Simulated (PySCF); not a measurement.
PySCF input file for Mo(O)2(Me)2 (C₂H₆MoO₂), SMILES [CH3][Mo]([CH3])(=[O])=[O], multiplicity 1, PBE-D3(BJ)/def2-SVP. Coordinates come from a PBE-D3(BJ)/def2-SVP optimisation. The multiplicity is an assumed one; no other spin state was optimised. The structure was generated by enumeration; whether it is a known compound was not checked. The def2 effective core potentials stand for the cores of Mo; spin–orbit coupling is left out.

```python
import numpy as np
from pyscf import gto, scf, dft, df
from pyscf.hessian import thermo

mol = gto.M(
    atom='''
    Mo   -0.00000000   -0.00000000    0.08799765
    O     0.00000001    1.38815023    1.06340538
    O    -0.00000001   -1.38815023    1.06340537
    C    -1.75452452    0.00000001   -1.07716042
    H    -1.75553595    0.91035441   -1.71548172
    H    -1.75553596   -0.91035438   -1.71548173
    H    -2.67686234    0.00000001   -0.46126776
    C     1.75452452    0.00000000   -1.07716042
    H     2.67686235   -0.00000000   -0.46126776
    H     1.75553594   -0.91035440   -1.71548173
    H     1.75553595    0.91035439   -1.71548173
    ''',
    basis='def2-SVP',
    ecp={'Mo': 'def2-svp'},
    charge=0,
    spin=0,
    max_memory=1600,
    verbose=3,
)
mf = dft.RKS(mol, xc='pbe').density_fit(auxbasis='def2-universal-jkfit')
mf.disp = 'd3bj'
mf.grids.level = 3
mf.conv_tol = 1e-11
mf.max_cycle = 100
mf.kernel()

# [left out here: the lines that compute and print the analytic Hessian (its translational invariance restored by hand, since the grid's response is missing), thermochemistry and intensities]
```

Log of the run:

```
converged SCF energy = -298.168771190322

WARN: DFTD3 does not support analytical Hessian, using finite difference


WARN: Mole.unit (angstrom) is changed to Bohr

Mode                                 0                   1                   2
Irrep
Freq [cm^-1]                       90.7822             99.3272            149.6801
Reduced mass [au]                   1.0271              1.0336              2.5004
Force const [Dyne/A]                0.0050              0.0060              0.0330
Char temp [K]                     130.6153            142.9098            215.3564
Normal mode                   x     y     z       x     y     z       x     y     z
       0  Mo                 0.00  0.00  0.00    0.00 -0.01 -0.00   -0.00 -0.00  0.03
       1   O                -0.02  0.00 -0.00   -0.00 -0.01  0.01    0.00  0.00  0.03
       2   O                 0.02  0.00  0.00    0.00 -0.01 -0.01   -0.00 -0.00  0.03
       3   C                 0.00 -0.02  0.00    0.00  0.03  0.00    0.10 -0.00 -0.11
       4   H                 0.22 -0.20 -0.27    0.24 -0.15 -0.25    0.20 -0.00 -0.11
       5   H                -0.22 -0.20  0.27   -0.24 -0.15  0.25    0.20  0.00 -0.11
       6   H                 0.00  0.40 -0.00    0.00  0.45 -0.00    0.00 -0.00 -0.26
       7   C                -0.00  0.02 -0.00    0.00  0.03 -0.00   -0.10  0.00 -0.11
       8   H                 0.00 -0.40 -0.00   -0.00  0.45  0.00   -0.00  0.00 -0.26
       9   H                -0.22  0.20 -0.27    0.24 -0.15  0.25   -0.20  0.00 -0.11
      10   H                 0.22  0.20  0.27   -0.24 -0.15 -0.25   -0.20 -0.00 -0.11
Mode                                 3                   4                   5
Irrep
Freq [cm^-1]                      179.6703            203.0041            232.6752
Reduced mass [au]                   3.6558              3.9661              5.8007
Force const [Dyne/A]                0.0695              0.0963              0.1850
Char temp [K]                     258.5055            292.0778            334.7678
Normal mode                   x     y     z       x     y     z       x     y     z
       0  Mo                -0.00  0.04 -0.00    0.00  0.00  0.00    0.04  0.00  0.00
       1   O                 0.00 -0.02  0.10   -0.14 -0.00  0.00   -0.14 -0.00  0.00
       2   O                -0.00 -0.02 -0.10    0.14 -0.00 -0.00   -0.14 -0.00 -0.00
       3   C                -0.00 -0.11 -0.00    0.00  0.09 -0.00    0.01 -0.00  0.07
       4   H                -0.07 -0.19 -0.11    0.08  0.16  0.09   -0.06  0.00  0.07
       5   H                 0.07 -0.19  0.11   -0.08  0.16 -0.09   -0.06 -0.00  0.07
       6   H                -0.00 -0.11 -0.00    0.00  0.13 -0.00    0.09 -0.00  0.19
       7   C                 0.00 -0.11 -0.00   -0.00 -0.09 -0.00    0.01  0.00 -0.07
       8   H                 0.00 -0.11 -0.00    0.00 -0.13 -0.00    0.09 -0.00 -0.19
       9   H                -0.07 -0.19  0.11   -0.08 -0.16  0.09   -0.06  0.00 -0.07
      10   H                 0.07 -0.19 -0.11    0.08 -0.16 -0.09   -0.06 -0.00 -0.07
Mode                                 6                   7                   8
Irrep
Freq [cm^-1]                      328.6358            489.9900            545.6475
Reduced mass [au]                  13.6288              1.6104              3.6871
Force const [Dyne/A]                0.8672              0.2278              0.6468
Char temp [K]                     472.8338            704.9865            785.0653
Normal mode                   x     y     z       x     y     z       x     y     z
       0  Mo                 0.00  0.00  0.03    0.02 -0.00 -0.00   -0.00  0.00  0.03
       1   O                -0.00  0.12 -0.12    0.01 -0.00  0.00    0.00  0.03 -0.01
       2   O                -0.00 -0.12 -0.12    0.01  0.00 -0.00    0.00 -0.03 -0.01
       3   C                 0.03 -0.00  0.03   -0.06  0.00 -0.11   -0.14 -0.00 -0.09
       4   H                 0.04  0.00  0.04   -0.32  0.00 -0.10   -0.12 -0.01 -0.10
       5   H                 0.04 -0.00  0.04   -0.32 -0.00 -0.10   -0.12  0.01 -0.10
       6   H                 0.03 -0.00  0.03    0.15  0.00  0.22   -0.19  0.00 -0.15
       7   C                -0.03 -0.00  0.03   -0.06 -0.00  0.11    0.14 -0.00 -0.09
       8   H                -0.03 -0.00  0.03    0.15  0.00 -0.22    0.19 -0.00 -0.15
       9   H                -0.04 -0.00  0.04   -0.32  0.00  0.10    0.12  0.01 -0.10
      10   H                -0.04  0.00  0.04   -0.32 -0.00  0.10    0.12 -0.01 -0.10
Mode                                 9                  10                  11
Irrep
Freq [cm^-1]                      589.0706            600.2964            621.5063
Reduced mass [au]                   1.3003              2.2581              1.2577
Force const [Dyne/A]                0.2658              0.4794              0.2862
Char temp [K]                     847.5414            863.6928            894.2092
[...]
       7   C                -0.00  0.09  0.00    0.00 -0.01 -0.00    0.01  0.00 -0.00
       8   H                 0.00 -0.13 -0.00    0.00  0.02  0.00   -0.00 -0.00  0.01
       9   H                -0.31 -0.12  0.28    0.02  0.01 -0.03   -0.03 -0.01  0.01
      10   H                 0.31 -0.12 -0.28   -0.02  0.01  0.03   -0.03  0.01  0.01
Mode                                15                  16                  17
Irrep
Freq [cm^-1]                     1129.0823           1140.7514           1328.4762
Reduced mass [au]                   1.2621              1.2544              1.0645
Force const [Dyne/A]                0.9479              0.9618              1.1069
Char temp [K]                    1624.4981           1641.2873           1911.3814
Normal mode                   x     y     z       x     y     z       x     y     z
       0  Mo                -0.00 -0.00 -0.00   -0.00  0.00  0.00    0.00 -0.00  0.00
       1   O                -0.00  0.00  0.00   -0.00 -0.01 -0.01   -0.00  0.00 -0.00
       2   O                -0.00  0.00 -0.00   -0.00  0.01 -0.01   -0.00 -0.00 -0.00
       3   C                 0.08  0.00  0.06   -0.08  0.00 -0.05    0.02 -0.00 -0.04
       4   H                -0.31 -0.11 -0.12    0.32  0.11  0.12   -0.12  0.27  0.35
       5   H                -0.31  0.11 -0.12    0.32 -0.11  0.12   -0.12 -0.27  0.35
       6   H                -0.19 -0.00 -0.32    0.19  0.00  0.32   -0.08  0.00 -0.19
       7   C                 0.08  0.00 -0.06    0.08  0.00 -0.05    0.02 -0.00  0.04
       8   H                -0.19 -0.00  0.32   -0.19 -0.00  0.32   -0.08  0.00  0.19
       9   H                -0.31 -0.11  0.12   -0.32 -0.11  0.12   -0.12  0.27 -0.35
      10   H                -0.31  0.11  0.12   -0.32  0.11  0.12   -0.12 -0.27 -0.35
Mode                                18                  19                  20
Irrep
Freq [cm^-1]                     1337.8623           1346.0015           1351.9425
Reduced mass [au]                   1.0606              1.0571              1.0553
Force const [Dyne/A]                1.1184              1.1284              1.1365
Char temp [K]                    1924.8860           1936.5964           1945.1443
Normal mode                   x     y     z       x     y     z       x     y     z
       0  Mo                 0.00  0.00 -0.00    0.00  0.00  0.00    0.00  0.00  0.00
       1   O                -0.00 -0.00  0.00   -0.00 -0.00 -0.00    0.00 -0.00 -0.00
       2   O                -0.00  0.00  0.00    0.00 -0.00  0.00   -0.00 -0.00  0.00
       3   C                 0.02 -0.00 -0.04   -0.00 -0.05  0.00    0.00  0.04 -0.00
       4   H                -0.12  0.27  0.36   -0.30  0.05  0.11    0.31 -0.04 -0.11
       5   H                -0.12 -0.27  0.36    0.30  0.05 -0.11   -0.31 -0.04  0.11
       6   H                -0.09  0.00 -0.19    0.00  0.51  0.00   -0.00 -0.51 -0.00
       7   C                -0.02  0.00 -0.04    0.00  0.05  0.00    0.00  0.04  0.00
       8   H                 0.09 -0.00 -0.19   -0.00 -0.51  0.00   -0.00 -0.51  0.00
       9   H                 0.12 -0.27  0.36    0.30 -0.05  0.11    0.31 -0.04  0.11
      10   H                 0.12  0.27  0.36   -0.30 -0.05 -0.11   -0.31 -0.04 -0.11
Mode                                21                  22                  23
Irrep
Freq [cm^-1]                     2948.5042           2950.6555           3055.3066
Reduced mass [au]                   1.0321              1.0324              1.1037
Force const [Dyne/A]                5.2867              5.2959              6.0702
Char temp [K]                    4242.2411           4245.3363           4395.9060
Normal mode                   x     y     z       x     y     z       x     y     z
       0  Mo                -0.00 -0.00 -0.00   -0.00  0.00  0.00   -0.00 -0.00  0.00
       1   O                 0.00  0.00  0.00    0.00 -0.00 -0.00   -0.00  0.00  0.00
       2   O                 0.00 -0.00  0.00    0.00  0.00 -0.00    0.00  0.00 -0.00
       3   C                -0.02  0.00 -0.03    0.02 -0.00  0.03   -0.00  0.06  0.00
       4   H                -0.01 -0.36  0.25    0.01  0.36 -0.24    0.00 -0.38  0.28
       5   H                -0.01  0.36  0.25    0.01 -0.36 -0.24   -0.00 -0.38 -0.28
       6   H                 0.26 -0.00 -0.19   -0.26  0.00  0.19    0.00  0.01 -0.00
       7   C                -0.02 -0.00  0.03   -0.02  0.00  0.03   -0.00 -0.06 -0.00
       8   H                 0.26 -0.00  0.19    0.26  0.00  0.19    0.00 -0.01  0.00
       9   H                -0.01 -0.36 -0.25   -0.01 -0.36 -0.24   -0.00  0.38  0.28
      10   H                -0.01  0.36 -0.25   -0.01  0.36 -0.24    0.00  0.38 -0.28
Mode                                24                  25                  26
Irrep
Freq [cm^-1]                     3057.0572           3073.8430           3073.8881
Reduced mass [au]                   1.1035              1.1003              1.1004
Force const [Dyne/A]                6.0762              6.1252              6.1263
Char temp [K]                    4398.4247           4422.5757           4422.6406
Normal mode                   x     y     z       x     y     z       x     y     z
       0  Mo                -0.00  0.00  0.00   -0.00  0.00 -0.00    0.00  0.00 -0.00
       1   O                 0.00 -0.00 -0.00    0.00 -0.00  0.00   -0.00 -0.00  0.00
       2   O                -0.00 -0.00  0.00    0.00  0.00  0.00   -0.00  0.00  0.00
       3   C                 0.00  0.06 -0.00    0.04  0.00 -0.05    0.04 -0.00 -0.05
       4   H                 0.00 -0.38  0.28    0.01 -0.18  0.12    0.01 -0.18  0.12
       5   H                -0.00 -0.38 -0.28    0.01  0.18  0.12    0.01  0.18  0.12
       6   H                -0.00  0.01  0.00   -0.50  0.00  0.33   -0.50  0.00  0.33
       7   C                 0.00  0.06  0.00   -0.04  0.00 -0.05    0.04 -0.00  0.05
       8   H                -0.00  0.01 -0.00    0.50  0.00  0.33   -0.50 -0.00 -0.33
       9   H                 0.00 -0.38 -0.28   -0.01  0.18  0.12    0.01 -0.18 -0.12
      10   H                -0.00 -0.38  0.28   -0.01 -0.18  0.12    0.01  0.18 -0.12
temperature 298.1500 [K]
pressure 101325.00 [Pa]
Rotational constants [GHz] 3.56880 3.04774 2.84833
Symmetry number 2
Zero-point energy (ZPE) 0.07416 [Eh]   194703.696 [J/mol]
                           tot       elec      trans        rot        vib
Entropy [J/mol/K]       364.648      0.000    171.886    106.126     86.636
Cv [J/mol/K]            113.478      0.000     12.472     12.472     88.534
Cp [J/mol/K]            121.792      0.000     20.786     12.472     88.534
Internal energy [J/mol]                      3718.434   3718.434 208818.638
Internal energy [Eh]   -298.08640  -298.16877
Enthalpy [J/mol]                             6197.391   3718.434 208818.638
Enthalpy [Eh]          -298.08546
Gibbs free energy [J/mol]                  -45050.527 -27922.959 182988.087
Gibbs free energy [Eh] -298.12687
mode   freq/cm-1   IR/(km/mol)
   1       90.78         0.000
   2       99.33         0.442
   3      149.68         0.368
   4      179.67         0.017
   5      203.00         0.000
   6      232.68         5.988
   7      328.64         1.189
   8      489.99        17.193
   9      545.65        15.230
  10      589.07        24.284
  11      600.30        46.030
  12      621.51         0.000
  13      630.68         4.973
  14      992.91       163.279
  15     1004.67        77.115
  16     1129.08         4.237
  17     1140.75         5.476
  18     1328.48        24.371
  19     1337.86         3.847
  20     1346.00         0.000
  21     1351.94        18.998
  22     2948.50         8.545
  23     2950.66         0.000
  24     3055.31         0.000
  25     3057.06         2.022
  26     3073.84         0.009
  27     3073.89         0.730
max |gradient| / (hartree/bohr): 0.000179019742201935
APT charges: [ 1.6106 -0.5759 -0.5759 -0.3098  0.0106  0.0106  0.0593 -0.3098  0.0593
  0.0106  0.0106]
```

The run converged.
